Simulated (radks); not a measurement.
Task: The mean radii <r> (bohr) of the occupied orbitals of an atom or ion are listed with their occupations. Calculated with a radial shooting solver on a logarithmic mesh with Libxc functionals: Dirac Kohn-Sham, BLYP, spin-unpolarised, spherical densities, point nucleus.

orbital     occ.      <r>
1s1/2          2  0.06959
2s1/2          2   0.3245
2p1/2          2   0.2877
2p3/2          4   0.2903
3s1/2          2   0.9546
3p1/2    1.66667   0.9914
3p3/2    3.33333   0.9974

Name the element and its charge. Open shells, if any, are shared by 2j + 1.

Result: Z = 22, titanium, charge +5: Ti5+ in [Ne] 3s2 3p5. The 1s radius gives Z: for a bare nucleus <r> = (2 gamma + 1)/(2Z) with gamma = sqrt(1 - (Z/c)^2), 0.06759 bohr for Z = 22, and screening makes it slightly larger (0.06959 here). The occupations add up to 17, and the charge is Z minus that.
